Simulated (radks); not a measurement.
The mean radii <r> (bohr) of the occupied orbitals of an atom or ion are listed with their occupations. Calculated with a radial shooting solver on a logarithmic mesh with Libxc functionals: scalar-relativistic Kohn-Sham, r2SCAN, spin-polarised, spherical densities, finite nucleus; meta-GGA in the generalised Kohn-Sham scheme; Fermi nuclear charge, rms radius of each element as measured or else 0.836 A^(1/3) + 0.57 fm.

orbital  occ.      <r>
1s up       1  0.02444
1s down     1  0.02444
2s up       1  0.09929

Name the element and its charge. Open shells, if any, are filled with parallel spins first.

Answer. Z = 58, cerium, charge +55: Ce55+ in [He] 2s1. The 1s radius gives Z: for a bare nucleus <r> = (2 gamma + 1)/(2Z) with gamma = sqrt(1 - (Z/c)^2), 0.02424 bohr for Z = 58, and screening makes it slightly larger (0.02444 here). The occupations add up to 3, and the charge is Z minus that.
